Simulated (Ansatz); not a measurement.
```xyz
12

C    -0.048   -1.839    0.282
Si   -0.922   -0.552   -0.718
F    -1.995    0.169    0.231
S     0.381    0.915   -1.540
Si    0.860    2.001    0.242
H     0.502   -1.393    1.112
H    -0.768   -2.554    0.688
H     0.661   -2.381   -0.348
H    -1.646   -1.133   -1.873
H     2.139    2.699   -0.031
H     1.029    1.076    1.392
H    -0.194    2.993    0.563
```

Total charge 0; spin multiplicity 1.

Q: List the r2SCAN/def2-TZVPP orbital energies in eV (the Gaussian-basis code of Ansatz). (Estimate.)

A: Ansatz gave: Occupied: -2408.96, -1792.37, -1791.69, -666.13, -272.99, -213.44, -157.48, -157.43, -157.34, -142.65, -142.10, -97.57, -97.52, -97.45, -97.00, -96.94, -96.93, -31.24, -19.14, -18.41, -14.08, -13.31, -11.51, -11.28, -11.02, -10.57, -10.40, -9.31, -9.26, -8.97, -8.38, -7.93, -6.71. Lowest empty: -0.54, -0.22, 0.19, 0.43, 0.92, 1.47, 1.81, 1.86.
